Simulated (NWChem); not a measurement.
System: Si₂H₅O₂F; SMILES F[SiH2]O[SiH2]O

Output (shortened):

```
             Northwest Computational Chemistry Package (NWChem) 7.3.0
             --------------------------------------------------------

                             Geometry "geometry" -> ""
                             -------------------------

 Output coordinates in angstroms (scale by  1.889725989 to convert to a.u.)

  No.       Tag          Charge          X              Y              Z
 ---- ---------------- ---------- -------------- -------------- --------------
    1 O                    8.0000     1.16940000     1.45095300     0.40338700
    2 Si                  14.0000    -0.40993100     1.51460600    -0.08701000
    3 O                    8.0000    -1.05906600    -0.02731900    -0.07679700
    4 Si                  14.0000    -0.42565500    -1.53993300     0.00088000
    5 F                    9.0000     1.11405600    -1.43510900    -0.53562200
    6 H                    1.0000     1.73614300     0.82754000    -0.06567900
    7 H                    1.0000    -1.13204700     2.35693600     0.89500800
    8 H                    1.0000    -0.55530600     2.03371000    -1.47551500
    9 H                    1.0000    -1.16561500    -2.44635200    -0.90882300
   10 H                    1.0000    -0.36884700    -2.03973200     1.39644700

 Effective nuclear repulsion energy (a.u.)     319.0616065947

                                 NWChem DFT Module
                                 -----------------

 Summary of "ao basis" -> "ao basis" (spherical)
 ------------------------------------------------------------------------------
       Tag                 Description            Shells   Functions and Types
 ---------------- ------------------------------  ------  ---------------------
 O                          def2-svp                 6       14   3s2p1d
 Si                         def2-svp                 8       18   4s3p1d
 F                          def2-svp                 6       14   3s2p1d
 H                          def2-svp                 3        5   2s1p

 in cosmo_initialize ...
 calling solv_data for solv:clbenzen

 solvent parameters
 solvname_short: clbenzen
 solvname_long:  chlorobenzene
 dielec:        5.6968
 dielecinf:     2.3229
 nonaqueous SMD model solvent descriptors
 dielec:        5.6968
 sola:          0.0000
 solb:          0.0700
 solc:          0.8570
 solg:         47.4800
 solh:          0.1430
 soln:          1.5241

          ---------------
          -cosmo- solvent
          ---------------
 Cosmo: York-Karplus, doi: 10.1021/jp992097l
 dielectric constant -eps-     =   5.70
 screen = (eps-1)/(eps    )    =   0.82446
 surface charge correction     = lagrangian

   van der Waals surface
 --------------------------

 ---------- ATOMIC COORDINATES (A.U.) ------------ VDWR(ANG.) --
     1    2.20984557    2.74190359    0.76229090     2.294
     2   -0.77465726    2.86219032   -0.16442506     2.470
     3   -2.00134454   -0.05162542   -0.14512529     2.294
     4   -0.80437132   -2.91005141    0.00166296     2.470
     5    2.10526058   -2.71196277   -1.01217881     1.730
     6    3.28083455    1.56382384   -0.12411531     1.200
     7   -2.13925864    4.45396321    1.69131988     1.200
     8   -1.04937618    3.84315464   -2.78831904     1.200
     9   -2.20269296   -4.62293495   -1.71742644     1.200
    10   -0.69701976   -3.85453457    2.63890219     1.200
 number of segments per atom =        128
 number of   points per atom =        128
 atom (   nspa,  nppa )
 ----------------------
    1 (     75,     0 )       0
    2 (     63,     0 )       0
    3 (     43,     0 )       0
    4 (     71,     0 )       0
    5 (     57,     0 )       0
    6 (      1,     0 )       0
    7 (     33,     0 )       0
    8 (     30,     0 )       0
    9 (     33,     0 )       0
   10 (     31,     0 )       0
 number of -cosmo- surface points =      437
 molecular surface =    148.980 angstrom**2
 molecular volume  =    147.713 angstrom**3
 -lineq- algorithm             =   0
 -bem- low  level              =   3
 -bem- from -octahedral-
 gaussian surface charge width =   4.50000
 degree of switching           =   1.00000
 switching function tolerance  =   0.00010
 atomic radii =
 --------------
    1  8.000  2.294
    2 14.000  2.470
    3  8.000  2.294
    4 14.000  2.470
    5  9.000  1.730
    6  1.000  1.200
    7  1.000  1.200
    8  1.000  1.200
    9  1.000  1.200
   10  1.000  1.200
 ...... end of -cosmo- initialization ......

 nat:                    10
 ixmem:                  5529
 calling mnsol_interface()
 G(SMD-CDS) energy (kcal/mol)  =    -0.467
 SMD-CDS SASA (angstrom**2)    =   154.421

            General Information
            -------------------
          SCF calculation type: DFT
          Wavefunction type:  closed shell.
          No. of atoms     :    10
          No. of electrons :    58
           Alpha electrons :    29
            Beta electrons :    29
          Charge           :     0
          Spin multiplicity:     1
          Use of symmetry is: off; symmetry adaption is: off
          Maximum number of iterations: 150
          AO basis - number of functions:   103
                     number of shells:    49
          Convergence on energy requested:  1.00D-06
          Convergence on density requested:  1.00D-05
          Convergence on gradient requested:  5.00D-04

              XC Information
              --------------
                       M05-2X Method XC Functional
                     Hartree-Fock (Exact) Exchange  0.560
                M05-2X metaGGA Exchange Functional  0.440
                      M05-2X Correlation Potential  1.000

             Grid Information
             ----------------
          Grid used for XC integration:  medium
          Radial quadrature: Mura-Knowles
          Angular quadrature: Lebedev.
          Tag              B.-S. Rad. Rad. Pts. Rad. Cut. Ang. Pts.
          ---              ---------- --------- --------- ---------
          O                   0.60       49          12.0       434
          Si                  1.10       88          11.0       590
          F                   0.50       49          12.0       434
          H                   0.35       45          12.0       434
          Grid pruning is: on
          Number of quadrature shells:   548
          Spatial weights used:  Erf1

      Superposition of Atomic Density Guess
      -------------------------------------

 Sum of atomic energies:        -828.64830282

      Non-variational initial energy
      ------------------------------

 Total energy =    -830.024439
 1-e energy   =   -1783.957824
 2-e energy   =     634.871778
 HOMO         =      -0.373056
 LUMO         =       0.064627

   convergence    iter        energy       DeltaE   RMS-Dens  Diis-err
 ---------------- ----- ----------------- --------- --------- ---------
     COSMO gas phase
 d= 0,ls=0.0,diis     1   -831.9339141463 -1.15D+03  1.18D-02  1.06D+00
 d= 0,ls=0.0,diis     2   -831.9475827179 -1.37D-02  5.27D-03  1.19D+00
 d= 0,ls=0.0,diis     3   -832.0509470150 -1.03D-01  7.83D-04  1.06D-02
 d= 0,ls=0.0,diis     4   -832.0518645043 -9.17D-04  2.36D-04  1.22D-03
 d= 0,ls=0.0,diis     5   -832.0519561025 -9.16D-05  8.61D-05  3.01D-04
  Resetting Diis
 d= 0,ls=0.0,diis     6   -832.0519825377 -2.64D-05  2.19D-05  4.60D-06
 d= 0,ls=0.0,diis     7   -832.0519830241 -4.86D-07  1.02D-05  1.13D-06
 d= 0,ls=0.0,diis     8   -832.0519829865  3.76D-08  5.59D-06  1.64D-06

   convergence    iter        energy       DeltaE   RMS-Dens  Diis-err
 ---------------- ----- ----------------- --------- --------- ---------
     COSMO solvation phase
 d= 0,ls=0.0,diis     1   -832.0559807148 -4.00D-03  3.50D-04  5.26D-04
 d= 0,ls=0.0,diis     2   -832.0560934266 -1.13D-04  9.02D-05  1.30D-04
 d= 0,ls=0.0,diis     3   -832.0561024848 -9.06D-06  3.98D-05  4.17D-05
 d= 0,ls=0.0,diis     4   -832.0561065423 -4.06D-06  1.20D-05  1.29D-06
 d= 0,ls=0.0,diis     5   -832.0561066983 -1.56D-07  3.10D-06  1.02D-07

         Total DFT energy =     -832.056106698273
      One electron energy =    -1787.152519611207
           Coulomb energy =      707.614606213667
    Exchange-Corr. energy =      -71.484283031807
 Nuclear repulsion energy =      319.061606594712

             COSMO energy =       -0.095516863637

 Numeric. integr. density =       57.999970689061

                                COSMO-SMD solvation results
                                ---------------------------

             internal energy in gas <Psi(g)|H|Psi(g)> =      -832.051982986502
         internal energy in solvent <Psi(s)|H|Psi(s)> =      -832.051847901714
                               delta internal energy  =         0.000135084788 (    0.08 kcal/mol)
   total free energy in solvent <Psi(s)|H+V/2|Psi(s)> =      -832.055362694824
 polarization energy contribution <Psi(s)|V/2|Psi(s)> =        -0.003514793110 (   -2.21 kcal/mol)
    total free energy in solvent including G(SMD-CDS) =      -832.056106698273
                       G(SMD-CDS) energy contribution =        -0.000744003450 (   -0.47 kcal/mol)
     1 M fixed-concentration free energy of solvation =        -0.004123711771 (   -2.59 kcal/mol)

                       DFT Final Molecular Orbital Analysis
                       ------------------------------------

 Vector   27  Occ=2.000000D+00  E=-4.248097D-01
              MO Center=  2.8D-01,  5.5D-01,  3.0D-01, r^2= 4.4D+00
   Bfn.  Coefficient  Atom+Function         Bfn.  Coefficient  Atom+Function
  ----- ------------  ---------------      ----- ------------  ---------------
     5      0.386675   1 O  py                8      0.285096   1 O  py
     4      0.214264   1 O  px               36      0.203169   3 O  px
    99      0.177378  10 H  s                 7      0.161370   1 O  px
    39      0.156982   3 O  px               56      0.147143   4 Si pz
   100      0.129773  10 H  s                84     -0.124342   7 H  s

 Vector   28  Occ=2.000000D+00  E=-3.930738D-01
              MO Center= -1.7D-01, -2.7D-01,  4.1D-02, r^2= 5.3D+00
   Bfn.  Coefficient  Atom+Function         Bfn.  Coefficient  Atom+Function
  ----- ------------  ---------------      ----- ------------  ---------------
     5      0.238850   1 O  py               94      0.231481   9 H  s
     6     -0.228860   1 O  pz               99     -0.212963  10 H  s
     8      0.184567   1 O  py               36      0.184981   3 O  px
     9     -0.178416   1 O  pz               56     -0.169505   4 Si pz
    95      0.165879   9 H  s                38      0.159955   3 O  pz

 Vector   29  Occ=2.000000D+00  E=-3.693645D-01
              MO Center= -5.7D-01,  8.1D-01, -1.4D-01, r^2= 4.7D+00
   Bfn.  Coefficient  Atom+Function         Bfn.  Coefficient  Atom+Function
  ----- ------------  ---------------      ----- ------------  ---------------
    38      0.305764   3 O  pz               89      0.277131   8 H  s
    90      0.240526   8 H  s                41      0.234922   3 O  pz
    84     -0.228663   7 H  s                 6      0.204629   1 O  pz
    85     -0.199315   7 H  s                24     -0.187732   2 Si pz
    99     -0.162392  10 H  s               100     -0.155239  10 H  s

 Vector   30  Occ=0.000000D+00  E= 7.376286D-02
              MO Center= -4.5D-01, -7.7D-01,  2.9D-02, r^2= 5.8D+00
   Bfn.  Coefficient  Atom+Function         Bfn.  Coefficient  Atom+Function
  ----- ------------  ---------------      ----- ------------  ---------------
    57      0.814821   4 Si px               35      0.603373   3 O  s
    25      0.356456   2 Si px               67     -0.354915   5 F  s
    26      0.351050   2 Si py                3     -0.334392   1 O  s
    58     -0.317570   4 Si py               59     -0.211022   4 Si pz
    80      0.210954   6 H  s                54      0.191405   4 Si px

 Vector   31  Occ=0.000000D+00  E= 9.214428D-02
              MO Center= -4.1D-02, -1.6D-01, -1.0D-01, r^2= 4.6D+00
   Bfn.  Coefficient  Atom+Function         Bfn.  Coefficient  Atom+Function
  ----- ------------  ---------------      ----- ------------  ---------------
    58     -0.681295   4 Si py               35      0.632915   3 O  s
    26      0.550296   2 Si py                3      0.377763   1 O  s
    59      0.365134   4 Si pz              100     -0.363509  10 H  s
    80     -0.263110   6 H  s                67      0.256588   5 F  s
    90     -0.256481   8 H  s                18     -0.253547   2 Si s

 Vector   32  Occ=0.000000D+00  E= 9.527292D-02
              MO Center= -4.2D-01,  6.7D-01, -1.2D-01, r^2= 5.9D+00
   Bfn.  Coefficient  Atom+Function         Bfn.  Coefficient  Atom+Function
  ----- ------------  ---------------      ----- ------------  ---------------
    25      1.010283   2 Si px                3     -0.699198   1 O  s
    57     -0.655721   4 Si px               85      0.270696   7 H  s
    67      0.258318   5 F  s                95     -0.254904   9 H  s
    80      0.252403   6 H  s                50      0.205303   4 Si s
    59      0.178892   4 Si pz               49     -0.173913   4 Si s

     Multipole analysis of the density
     ---------------------------------

     L   x y z        total         alpha         beta         nuclear
     -   - - -        -----         -----         ----         -------
     0   0 0 0     -0.000000    -29.000000    -29.000000     58.000000

     1   1 0 0     -0.250538      2.024011      2.024011     -4.298560
     1   0 1 0     -0.398364      0.886829      0.886829     -2.172023
     1   0 0 1     -0.185211      3.282691      3.282691     -6.750593

     2   2 0 0    -33.129295    -91.683729    -91.683729    150.238164
     2   1 1 0      0.313122     -1.885597     -1.885597      4.084317
     2   1 0 1     -0.932078     -0.081309     -0.081309     -0.769459
     2   0 2 0    -32.044487   -232.466181   -232.466181    432.887875
     2   0 1 1     -1.680526    -15.450445    -15.450445     29.220364
     2   0 0 2    -33.205795    -34.093062    -34.093062     34.980330
```

Level: M05-2X/def2-SVP, SMD on the gas-phase geometry. Coordinates come from a PBE0/def2-SVP optimisation. Solvent: chlorobenzene.

Task: Reconstruct the input file.

Result: Several could match; the one computed here: the input that was run:
```
start job
memory heap 200 mb stack 900 mb global 1100 mb
geometry units angstroms noautosym nocenter noautoz
  O      1.169400     1.450953     0.403387
  Si    -0.409931     1.514606    -0.087010
  O     -1.059066    -0.027319    -0.076797
  Si    -0.425655    -1.539933     0.000880
  F      1.114056    -1.435109    -0.535622
  H      1.736143     0.827540    -0.065679
  H     -1.132047     2.356936     0.895008
  H     -0.555306     2.033710    -1.475515
  H     -1.165615    -2.446352    -0.908823
  H     -0.368847    -2.039732     1.396447
end
basis spherical
  O library def2-svp
  Si library def2-svp
  F library def2-svp
  H library def2-svp
end
dft
  xc m05-2x
  iterations 150
end
cosmo
  do_cosmo_smd true
  solvent clbenzen
end
task dft energy
```
